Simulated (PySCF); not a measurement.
**Computed spin Hamiltonian**

Compound: C₉H₇ (doublet state).
Geometry (GFN2-xTB, Å), atoms numbered from 1 in this order:
```xyz
16
C9H7 angstrom
C      0.6782    3.2535   -0.0857
C      0.5198    2.0840    0.1273
C      0.3564    0.6889    0.3693
C      1.4808   -0.1191    0.2514
C      2.4819   -0.8290    0.1366
C      3.5630   -1.6040    0.0147
C     -0.8401    0.1989    0.7007
C     -2.0026   -0.2882    0.9789
C     -2.9971   -0.7663   -0.0411
H      0.8130    4.2769   -0.2720
H      4.5144   -1.1865   -0.2639
H      3.5058   -2.6635    0.1929
H     -2.3255   -0.3736    2.0124
H     -3.2420   -1.8114    0.1444
H     -2.5990   -0.6676   -1.0475
H     -3.9147   -0.1841    0.0375
```

As a line formula: `C#CC([C]=CC)=C=C=C` [radical].

Computed, not measured: PySCF 2.14.0, UKS B3LYP, pcH-1 on C H, non-relativistic, mean-field spin-orbit, GIAO. Geometry: GFN2-xTB; no solvent, vibrations or thermal averaging. A GFN2-xTB geometry isn't a minimum of the functional, and hyperfine couplings can be far from their values at a DFT geometry. The SCF solution wasn't tested for stability. ⟨S²⟩ is 0.788 where a pure state has 0.75.

```
g1, g2, g3        : 2.00218, 2.00256, 2.00302
g_iso             : 2.00259
Form of g         : rhombic: the two nearest values differ by 45 % of g3 − g1
⟨S²⟩              : 0.7882 (exact 0.7500)
α and β electrons : 31, 30
Basis functions   : 295
```

Hyperfine couplings atom by atom, in MHz; T1 to T3 are the principal values of the dipolar part:

```
atom  isotope  a_iso     T1     T2    T3  Mulliken spin population
  C1      13C   -4.2   -7.6    2.6   5.1                     -0.06
  C2      13C   13.9   -2.1   -0.5   2.6                      0.03
  C3      13C  -37.3  -20.2    8.6  11.6                     -0.16
  C4      13C   48.6  -42.1  -30.3  72.4                      0.47
  C5      13C  -58.2  -21.3   -0.6  21.8                     -0.24
  C6      13C   52.6  -50.0  -49.0  99.0                      0.66
  C7      13C   34.9  -31.8  -23.5  55.3                      0.37
  C8      13C  -22.2   -6.2    1.7   4.5                     -0.06
  C9      13C   34.1   -2.7   -2.3   5.0                      0.02
 H10       1H    4.2   -1.0   -0.4   1.4                      0.00
 H11       1H  -44.5  -23.2   -0.6  23.8                     -0.03
 H12       1H  -44.5  -23.0   -0.6  23.6                     -0.03
 H13       1H   59.5   -2.0   -1.6   3.6                      0.03
 H14       1H   -2.8   -1.5   -0.7   2.2                      0.00
 H15       1H   -2.1   -2.5   -0.5   3.0                      0.00
 H16       1H   -3.2   -1.5   -0.9   2.4                      0.00
```

The largest Mulliken spin populations are on C6 (+0.66), C4 (+0.47), C7 (+0.37) and C5 (-0.24). Three atoms exceed +0.15. The positive populations add up to 1.58 and the negative ones to -0.58, together 2S = 1. The angles at C6 add up to 360.0°, so it is planar; its axial dipolar tensor and the negative couplings of its protons fit spin in a p orbital normal to that plane.

C7, the radical centre as drawn in `C#CC([C]=CC)=C=C=C`, holds a spin population of +0.37 out of 1.

Axes: g2 points within 11° of the C6–H11 bond.

Under fast tumbling the dipolar parts average out, and these isotropic splittings remain: 1 × 1H (H13, I = 1/2, 2 lines) with 2.12 mT, 1 × 1H (H12, I = 1/2, 2 lines) with 1.59 mT, 1 × 1H (H11, I = 1/2, 2 lines) with 1.59 mT, 1 × 1H (H10, I = 1/2, 2 lines) with 0.15 mT and 3 × 1H (H14/H15/H16, I = 1/2, 4 lines) with 0.10 mT.

Class means assume fast exchange of nuclei equivalent by connectivity; if that motion is slow, each nucleus keeps its own coupling. H11 and H12 aren't averaged: C6 is flat or nearly so (angle sum 360°), and its turn about the short C6–C5 bond (1.34 Å) is taken as slow.

The 13C coupling of C5 (-58.2 MHz) shows only in satellite lines or after enrichment, since that isotope makes up about 1.07 % of natural carbon.

On an Arm Neoverse V2 with one thread, shared host with 96 logical CPUs at a one-minute load of 66, this took 98 s of wall time (with the writing of density and orbital grids) and 0.98 GiB of memory at its peak.
